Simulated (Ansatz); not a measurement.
Stepwise reaction of `N[SiH2]O[SiH2]N` with hydrogen, as a gas-phase model of exchange steps in deposition or etching. ΔE in kJ/mol.

Isolated molecules relaxed with PBE0-D4/def2-TZVP in Ansatz; ΔE leaves out vibrations. CBS: MP2 limit from def2 TZ/QZ plus the TZ coupled-cluster correction, frozen cores. This one scheme is used for every species. DFT in def2-TZVPP. B3LYP here is the variant with VWN-RPA as its local correlation; programs differ in this. Each species was taken in one conformer, which may not be the lowest.

```json
{"step": "1", "reaction": "`N[SiH2]O[SiH2]N` + H₂ → `N[SiH2]O[SiH3]` + NH₃", "PBE-D4": "43.6", "B3LYP-D4": "45.4", "ωB97M-V": "47.2", "CCSD(T)/CBS": "46.2"}
{"step": "2", "reaction": "`N[SiH2]O[SiH3]` + H₂ → `[SiH3]O[SiH3]` + NH₃", "PBE-D4": "45.7", "B3LYP-D4": "47.1", "ωB97M-V": "48.9", "CCSD(T)/CBS": "47.6"}
```

Question: By hand: ΔE of the 2 steps together at CCSD(T)/CBS.

Answer: (46.2) + (47.6) = 93.8 kJ/mol, or 46.9 kJ/mol a step.

In ΔE the steps differ by no more than 1.4 kJ/mol. All are uphill at CCSD(T)/CBS. PBE-D4 differs from CCSD(T)/CBS by -2.6 to -1.9 kJ/mol a step. Isolated molecules leave out the surface, adducts and barriers. Largest T1 diagnostic: 0.011.
